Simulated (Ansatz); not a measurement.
Cost against result

Saddle point of ZnAsH5O, singlet (ZnH₂O ([OH][ZnH]) + AsH₃ → ZnAsH₃O ([OH][Zn][AsH2]) + H₂; bonds formed: H2–H4; dative contacts that become bonds: Zn1–As5; bonds broken: Zn1–H2, H4–As5), PBE0-D4/def2-TZVP structure:

```
8
angstrom
Zn -0.7739 -0.5897 -0.1159
H 0.7495 -0.8338 -0.9785
O -2.4547 -1.1422 0.1982
H 1.5757 -0.3420 -0.3893
As 1.1095 0.8999 0.6836
H -2.7953 -1.7832 -0.4284
H 0.9366 1.7654 -0.5492
H 1.6526 2.0255 1.5798
```

Barriers are electronic and count from the start structure reached by relaxing down the imaginary mode.

Computed with Ansatz 0.2.0 (basis: as named in each row); correlated methods freeze the cores. The 3s and 3p shells of Cu and Zn are frozen; filled d shells are correlated. The def2 sets are not built for correlating such inner shells, so the correlated values are less sure here. B3LYP uses VWN-RPA correlation. Extrapolation: Hartree–Fock as exp(−7.88 √X), correlation as X^−2.97.

Times are rough, for one single point on 8 threads of a shared host (Arm Neoverse V1).

The estimate by CCSD(T) at an estimated basis limit (MP2 extrapolated from triple and quadruple zeta, plus CCSD(T) − MP2 in triple zeta) is 40.71 kcal/mol.

```json
{"method": "SPW92", "basis": "def2-SVP", "time (s)": "under 1", "barrier (kcal/mol)": "28.52", "method less estimate": "-12.19"}
{"method": "HF", "basis": "STO-3G", "time (s)": "under 1", "barrier (kcal/mol)": "66.91", "method less estimate": "26.19"}
{"method": "PBE-D4", "basis": "def2-SVP", "time (s)": "under 1", "barrier (kcal/mol)": "32.33", "method less estimate": "-8.38"}
{"method": "B3LYP-D4", "basis": "6-31G", "time (s)": "under 1", "barrier (kcal/mol)": "40.70", "method less estimate": "-0.01"}
{"method": "PBE0-D4", "basis": "def2-SVP", "time (s)": "under 1", "barrier (kcal/mol)": "37.07", "method less estimate": "-3.64"}
{"method": "SPW92", "basis": "def2-TZVPP", "time (s)": "under 1", "barrier (kcal/mol)": "29.66", "method less estimate": "-11.05"}
{"method": "PBE-D4", "basis": "def2-TZVPP", "time (s)": "1", "barrier (kcal/mol)": "33.25", "method less estimate": "-7.47"}
{"method": "BLYP-D4", "basis": "def2-TZVPP", "time (s)": "1", "barrier (kcal/mol)": "36.76", "method less estimate": "-3.95"}
{"method": "BHLYP-D4", "basis": "def2-TZVPP", "time (s)": "2", "barrier (kcal/mol)": "45.16", "method less estimate": "4.44"}
{"method": "B3LYP-D4", "basis": "def2-TZVPP", "time (s)": "2", "barrier (kcal/mol)": "40.02", "method less estimate": "-0.69"}
{"method": "PBE0-D4", "basis": "def2-TZVPP", "time (s)": "2", "barrier (kcal/mol)": "37.52", "method less estimate": "-3.20"}
{"method": "CAM-B3LYP-D4", "basis": "def2-TZVPP", "time (s)": "2", "barrier (kcal/mol)": "43.60", "method less estimate": "2.88"}
{"method": "PBE-D4", "basis": "STO-3G", "time (s)": "2", "barrier (kcal/mol)": "49.18", "method less estimate": "8.47"}
{"method": "r2SCAN-D4", "basis": "def2-TZVPP", "time (s)": "2", "barrier (kcal/mol)": "36.86", "method less estimate": "-3.86"}
{"method": "RPA on PBE", "basis": "def2-TZVPP", "time (s)": "3", "barrier (kcal/mol)": "43.23", "method less estimate": "2.51"}
{"method": "r2SCAN0-D4", "basis": "def2-TZVPP", "time (s)": "3", "barrier (kcal/mol)": "39.77", "method less estimate": "-0.94"}
{"method": "B2PLYP", "basis": "def2-TZVPP", "time (s)": "3", "barrier (kcal/mol)": "41.47", "method less estimate": "0.76"}
{"method": "PBE-QIDH", "basis": "def2-TZVPP", "time (s)": "3", "barrier (kcal/mol)": "41.25", "method less estimate": "0.53"}
{"method": "CCSD(T)", "basis": "def2-SVP", "time (s)": "3", "barrier (kcal/mol)": "44.07", "method less estimate": "3.36"}
{"method": "wB97M-V", "basis": "def2-SVP", "time (s)": "3", "barrier (kcal/mol)": "42.86", "method less estimate": "2.14"}
{"method": "wB97X-V", "basis": "def2-TZVPP", "time (s)": "4", "barrier (kcal/mol)": "44.62", "method less estimate": "3.91"}
{"method": "B97M-V", "basis": "def2-TZVPP", "time (s)": "4", "barrier (kcal/mol)": "38.99", "method less estimate": "-1.72"}
{"method": "wB97M-V", "basis": "def2-TZVPP", "time (s)": "5", "barrier (kcal/mol)": "43.59", "method less estimate": "2.88"}
{"method": "MP2", "basis": "def2-QZVPP", "time (s)": "10", "barrier (kcal/mol)": "41.64", "method less estimate": "0.92"}
{"method": "CCSD(T)", "basis": "def2-TZVPP", "time (s)": "66", "barrier (kcal/mol)": "42.50", "method less estimate": "1.79"}
```

All methods are single points on the PBE0-D4 structures.

T1 diagnostic: at most 0.016.

Labels in which every atom is bracketed show which atoms are joined, not bond orders.
